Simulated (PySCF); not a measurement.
A thermochemical cycle for AlSn

CCSD(T) in PySCF with x2c-SVPall on every atom, spin-free X2C, for the lowest determinant that a PBE0 search found; no spin–orbit coupling. AlSn, a quartet (σ ↑, π ↑↑), has De = 2.00 eV to neutral atoms, and AlSn⁺, a triplet (σ ↑, π ↑), has De = 0.90 eV to Al⁺ + Sn.

The adiabatic ionisation energy of AlSn, between the minima, is 6.81 eV.

Problem. Which ionisation energy of the Al atom does this level give?

Solution. IE(Al) = IE(molecule) + De(ion) − De(neutral) = 6.81 + 0.90 − 2.00 = 5.71 eV; the measured value is 5.986 eV (NIST ASD).

Correlated steps freeze 23 core orbitals. Correlated levels converge slowly with the basis: in double zeta they bind strong bonds too weakly, by up to about 1 eV, and carry superposition errors of some tenths. Spin–orbit coupling is left out, which matters for elements this heavy, above all for dissociation energies. For an ion De counts to the pair picked by the measured ionisation energies or electron affinities, which need not be the lowest pair at this level. States were picked by a PBE0 search and need not be the measured ground states.
